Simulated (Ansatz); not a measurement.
Basis-set extrapolation for `CC#[N+][B-](C)(Cl)Cl` (PBE0-D4/def2-TZVP geometry, frozen core, Ansatz). Multiplicity 1, RHF reference.

```
                       def2-TZVPP    def2-QZVPP
                 HF  -1115.419138  -1115.452957
    MP2 correlation     -1.182733     -1.273891
CCSD(T) correlation     -1.294846       not run
```

Energies in hartree. Use E(X) = E(∞) + A·exp(−7.88·√X) for Hartree–Fock and E(X) = E(∞) + B·X^(−2.97) for correlation, with X = 3 and 4, and add CCSD(T) minus MP2 of the smaller set to the MP2 limit.

Q: What is the CCSD(T) energy at the basis-set limit?

A: HF limit: -1115.452957 + (-0.033819) × 0.13774 = -1115.45762. MP2 limit: -1.273891 + (-0.091158) × 0.74074 = -1.34142. Higher-order term: -1.294846 − (-1.182733) = -0.11211. Total: -1116.91115 hartree, 517.7 kJ/mol below CCSD(T)/def2-TZVPP.
